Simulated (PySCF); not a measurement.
Radial density of Dy⁴⁸⁺ (dysprosium, charge +48)

UHF, [Ar], closed-shell 1S. Calculation: PySCF 2.14, in an uncontracted even-tempered set (16 s from 11 bohr⁻², ratio 2.5; 10 p from 14 bohr⁻², ratio 2.5; 4 d from 60 bohr⁻², ratio 2.7; 4 f from 90 bohr⁻², ratio 2.7); no relativity, point nucleus.

| r (bohr) | 4πr²ρ (e/bohr) |
| --- | --- |
| 0.000400 | 0.3918 |
| 0.000673 | 1.069 |
| 0.00113 | 2.847 |
| 0.00191 | 7.275 |
| 0.00320 | 17.34 |
| 0.00539 | 36.82 |
| 0.00907 | 64.51 |
| 0.0153 | 83.75 |
| 0.0257 | 78.01 |
| 0.0431 | 86.37 |
| 0.0726 | 102.5 |
| 0.122 | 45.60 |
| 0.205 | 48.45 |
| 0.345 | 10.70 |
| 0.581 | 0.1019 |

A non-relativistic calculation at this Z misses sizeable relativistic shifts. Spin-orbit coupling, which splits the p, d and f shells strongly at this Z, is absent.
